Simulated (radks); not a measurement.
Values are calculated unless marked as measured or tabulated.
The neodymium ion Nd19+, 41 electrons, occupied as [Kr] 4d5. Code: a radial shooting solver on a logarithmic mesh with Libxc functionals. Model: Dirac Kohn-Sham, PBE, spin-unpolarised, spherical densities, point nucleus; open shells are shared between the two j in proportion to 2j + 1.

Normalised radial functions P(r) = r R(r) (large component), r in bohr:

```
   r/bohr * 3d5/2, o 4s1/2, + 4d3/2 (the largest magnitude, 2.07, reaches the edge; | marks zero, & curves that meet)
 0.001845                             & o
 0.002403                             & o
 0.003129                             &  o
 0.004074                             &   o
 0.005305                             &   o
 0.006908                             &    o
 0.008995                             &    o
  0.01171                             &    o
  0.01525                             &    o
  0.01986                             +* o
  0.02586                             |&
  0.03367                           o |+*
  0.04384                        o    | + *
  0.05709                     o       |   +  *
  0.07434                     o       |     +    *
   0.0968                         o   |       +       *
    0.126                             |  o       +          *
   0.1641                             |         o+              *
   0.2137                             |       +   o              *
   0.2783                             |+   o                 *
   0.3624                    +o       |               *
   0.4718          o +                |       *
   0.6144         o+                  |  *
      0.8               +o            |*
    1.042                      + o    *
    1.356                           +o*
    1.766                             &
      2.3                             &
    2.995                             &
```

3d5/2: eigenvalue -1435.4 eV, 0 radial nodes, <r> = 0.242 bohr, 90 % of the charge inside 0.376 bohr. 4s1/2: eigenvalue -743.19 eV, 3 radial nodes at r = 0.0290, 0.116, 0.312 bohr, <r> = 0.577 bohr, 90 % of the charge inside 0.820 bohr. 4d3/2: eigenvalue -548.70 eV, 1 radial node at r = 0.285 bohr, <r> = 0.618 bohr, 90 % of the charge inside 0.907 bohr.
